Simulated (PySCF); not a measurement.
PySCF input (HF/def2-TZVPD):

```python
from pyscf import gto, scf, dft

mol = gto.M(
    atom='''
    Bi   -1.03861121    0.00000000   -0.00000000
    I     0.81325217    0.00000000   -2.28329606
    I     0.81325217    0.00000000    2.28329606
    ''',
    basis='def2-tzvpd',
    ecp='def2-tzvp',
    charge=-1,
    spin=0,
    verbose=4,
)

mf = scf.RHF(mol).density_fit(auxbasis='def2-universal-jkfit')
mf.conv_tol = 1e-9
mf.max_cycle = 100
mf.max_memory = 1500
mf.kernel()
if not mf.converged:
    mf = mf.newton()
    mf.kernel(mf.make_rdm1())
mf.analyze()
```

Output:

```
PySCF version 2.14.0

[INPUT] verbose = 4
[INPUT] num. atoms = 3
[INPUT] num. electrons = 74
[INPUT] charge = -1
[INPUT] spin (= nelec alpha-beta = 2S) = 0
[INPUT] symmetry False subgroup None
[INPUT] Mole.unit = angstrom
[INPUT] Symbol           X                Y                Z      unit          X                Y                Z       unit  Magmom
[INPUT]  1 Bi    -1.038611210000   0.000000000000   0.000000000000 AA   -1.962690736803   0.000000000000   0.000000000000 Bohr   0.0
[INPUT]  2 I      0.813252170000   0.000000000000  -2.283296060000 AA    1.536823871508   0.000000000000  -4.314804214698 Bohr   0.0
[INPUT]  3 I      0.813252170000   0.000000000000   2.283296060000 AA    1.536823871508   0.000000000000   4.314804214698 Bohr   0.0

nuclear repulsion = 279.425270578819
number of shells = 56
number of NR pGTOs = 305
number of NR cGTOs = 174
basis = def2-tzvpd
ecp = def2-tzvp

******** <class 'pyscf.df.df_jk.DFRHF'> ********
method = DFRHF
initial guess = minao
damping factor = 0
level_shift factor = 0
DIIS = <class 'pyscf.scf.diis.CDIIS'>
diis_start_cycle = 1
diis_space = 8
diis_damp = 0
SCF conv_tol = 1e-09
SCF conv_tol_grad = None
SCF max_cycles = 100
direct_scf = False
Set gradient conv threshold to 3.16228e-05
Initial guess from minao.
******** <class 'pyscf.df.df.DF'> ********
auxbasis = def2-universal-jkfit
init E= -684.52746426878
  HOMO = -1.18414731376608  LUMO = -1.16164783426473  gap/eV = 0.61224
cycle= 1 E= -804.562620949011  delta_E= -120  |g|= 4.32  |ddm|= 30.1
  HOMO = 0.0975289431596635  LUMO = 0.142732363749215  gap/eV = 1.23005
cycle= 2 E= -806.145809068739  delta_E= -1.58  |g|= 2.42  |ddm|= 8.62
  HOMO = -0.11424215222084  LUMO = 0.108669877409809  gap/eV = 6.06575
cycle= 3 E= -806.995727287526  delta_E= -0.85  |g|= 0.475  |ddm|= 2.96
  HOMO = -0.100870987836342  LUMO = 0.128663415346445  gap/eV = 6.24595
cycle= 4 E= -807.032028211206  delta_E= -0.0363  |g|= 0.204  |ddm|= 0.597
  HOMO = -0.0977897481850647  LUMO = 0.131549405409683  gap/eV = 6.24064
cycle= 5 E= -807.037580372661  delta_E= -0.00555  |g|= 0.0241  |ddm|= 0.164
  HOMO = -0.0950332539121632  LUMO = 0.132351203186886  gap/eV = 6.18745
cycle= 6 E= -807.037955780013  delta_E= -0.000375  |g|= 0.00992  |ddm|= 0.0873
  HOMO = -0.0958681172813005  LUMO = 0.13230118665285  gap/eV = 6.20880
cycle= 7 E= -807.038006175767  delta_E= -5.04e-05  |g|= 0.00302  |ddm|= 0.028
  HOMO = -0.095337327955451  LUMO = 0.132302209689486  gap/eV = 6.19439
cycle= 8 E= -807.038015122681  delta_E= -8.95e-06  |g|= 0.0012  |ddm|= 0.0114
  HOMO = -0.0952507772964646  LUMO = 0.132291349862943  gap/eV = 6.19174
cycle= 9 E= -807.038016357864  delta_E= -1.24e-06  |g|= 0.000466  |ddm|= 0.00381
  HOMO = -0.095194288032654  LUMO = 0.132276005766748  gap/eV = 6.18978
cycle= 10 E= -807.038016634073  delta_E= -2.76e-07  |g|= 0.000135  |ddm|= 0.00214
  HOMO = -0.0951910609257363  LUMO = 0.132271353514894  gap/eV = 6.18957
[...]
cycle= 13 E= -807.038016660472  delta_E= -2.18e-10  |g|= 3.82e-06  |ddm|= 7.16e-05
  HOMO = -0.0951850323709369  LUMO = 0.132272133928445  gap/eV = 6.18942
Extra cycle  E= -807.038016660488  delta_E= -1.59e-11  |g|= 2.07e-06  |ddm|= 1.4e-05
converged SCF energy = -807.038016660488
**** SCF Summaries ****
Total Energy =                        -807.038016660487528
Nuclear Repulsion Energy =             279.425270578818584
One-electron Energy =                -1979.471243166118256
Two-electron Energy =                  893.007955926812201
Two-electron Coulomb Energy =          951.691249210124511
DFT Exchange-Correlation Energy =      -58.683293283312310
HOMO-LUMO gap [eV] =                     6.189424755187812
**** MO energy ****
MO #1   energy= -7.55897566876878  occ= 2
MO #2   energy= -7.55897519123244  occ= 2
MO #3   energy= -6.5436669701371   occ= 2
MO #4   energy= -5.41006079003565  occ= 2
MO #5   energy= -5.41006040437618  occ= 2
MO #6   energy= -5.40602090814339  occ= 2
MO #7   energy= -5.40602052617704  occ= 2
MO #8   energy= -5.4052573397794   occ= 2
MO #9   energy= -5.40525706238384  occ= 2
MO #10  energy= -4.12545386856002  occ= 2
MO #11  energy= -4.12518592494318  occ= 2
MO #12  energy= -4.10972899027995  occ= 2
MO #13  energy= -2.10472917444189  occ= 2
MO #14  energy= -2.10472383891014  occ= 2
MO #15  energy= -2.10312837371427  occ= 2
MO #16  energy= -2.10312594751653  occ= 2
MO #17  energy= -2.10236031280708  occ= 2
MO #18  energy= -2.1023598588262   occ= 2
MO #19  energy= -2.09781879010564  occ= 2
MO #20  energy= -2.09781623652484  occ= 2
MO #21  energy= -2.09778886386776  occ= 2
MO #22  energy= -2.09778616782129  occ= 2
MO #23  energy= -1.18635029514997  occ= 2
MO #24  energy= -1.18400650820953  occ= 2
MO #25  energy= -1.16654837653168  occ= 2
MO #26  energy= -1.16623030885878  occ= 2
MO #27  energy= -1.16156115906178  occ= 2
MO #28  energy= -0.722029039140764 occ= 2
MO #29  energy= -0.704337377854862 occ= 2
MO #30  energy= -0.54040855037525  occ= 2
MO #31  energy= -0.251637372427741 occ= 2
MO #32  energy= -0.233089134023598 occ= 2
MO #33  energy= -0.226583442465765 occ= 2
MO #34  energy= -0.210754878143105 occ= 2
MO #35  energy= -0.202137904460537 occ= 2
MO #36  energy= -0.200505501910022 occ= 2
MO #37  energy= -0.0951850323709369 occ= 2
MO #38  energy= 0.132272133928445  occ= 0
MO #39  energy= 0.133780707299847  occ= 0
MO #40  energy= 0.153461407780622  occ= 0
MO #41  energy= 0.162232751122773  occ= 0
MO #42  energy= 0.162586787915356  occ= 0
MO #43  energy= 0.167587010000078  occ= 0
MO #44  energy= 0.169087748299286  occ= 0
MO #45  energy= 0.181005771594496  occ= 0
MO #46  energy= 0.223548408247139  occ= 0
MO #47  energy= 0.260111811159722  occ= 0
MO #48  energy= 0.270079461023054  occ= 0
MO #49  energy= 0.279245047392577  occ= 0
MO #50  energy= 0.282837666112057  occ= 0
MO #51  energy= 0.290427563952646  occ= 0
MO #52  energy= 0.310274258008795  occ= 0
MO #53  energy= 0.312137228697429  occ= 0
MO #54  energy= 0.313140093351807  occ= 0
MO #55  energy= 0.324134083595404  occ= 0
MO #56  energy= 0.331396275240628  occ= 0
MO #57  energy= 0.336375980068936  occ= 0
MO #58  energy= 0.338475947052203  occ= 0
MO #59  energy= 0.344208797983372  occ= 0
MO #60  energy= 0.356371221008079  occ= 0
MO #61  energy= 0.364528991054911  occ= 0
MO #62  energy= 0.367806721669389  occ= 0
MO #63  energy= 0.368126558638608  occ= 0
MO #64  energy= 0.42106440456384   occ= 0
MO #65  energy= 0.472635871912797  occ= 0
MO #66  energy= 0.483394916540925  occ= 0
MO #67  energy= 0.531760601852742  occ= 0
MO #68  energy= 0.533372961272695  occ= 0
MO #69  energy= 0.533679413278032  occ= 0
MO #70  energy= 0.5573873132509    occ= 0
MO #71  energy= 0.567796379457099  occ= 0
MO #72  energy= 0.572258739210552  occ= 0
MO #73  energy= 0.573679005238184  occ= 0
MO #74  energy= 0.578421226645706  occ= 0
MO #75  energy= 0.612013781489627  occ= 0
MO #76  energy= 0.617938510452771  occ= 0
MO #77  energy= 0.648557389058499  occ= 0
MO #78  energy= 0.649225645690771  occ= 0
MO #79  energy= 0.660175851638362  occ= 0
MO #80  energy= 0.660315966046936  occ= 0
MO #81  energy= 0.681885604533323  occ= 0
MO #82  energy= 0.697711935077566  occ= 0
MO #83  energy= 0.706348217278706  occ= 0
MO #84  energy= 0.707958941151837  occ= 0
MO #85  energy= 0.734206742418576  occ= 0
MO #86  energy= 0.772684545823004  occ= 0
MO #87  energy= 0.79659473528208   occ= 0
MO #88  energy= 0.83005993296901   occ= 0
MO #89  energy= 0.976031273816794  occ= 0
MO #90  energy= 0.983647906069999  occ= 0
MO #91  energy= 1.02043240107163   occ= 0
MO #92  energy= 1.0306812812626    occ= 0
MO #93  energy= 1.03977816889687   occ= 0
MO #94  energy= 1.04267913416237   occ= 0
MO #95  energy= 1.05524899538064   occ= 0
MO #96  energy= 1.12936938938831   occ= 0
MO #97  energy= 1.1448226498157    occ= 0
MO #98  energy= 1.2536297051977    occ= 0
MO #99  energy= 1.29757381253056   occ= 0
MO #100 energy= 1.29872918606581   occ= 0
MO #101 energy= 1.30266465437051   occ= 0
MO #102 energy= 1.30306028926147   occ= 0
MO #103 energy= 1.30310614658508   occ= 0
MO #104 energy= 1.30321425164091   occ= 0
MO #105 energy= 1.30544286998689   occ= 0
MO #106 energy= 1.30838696940524   occ= 0
MO #107 energy= 1.31040118669212   occ= 0
[...]
```
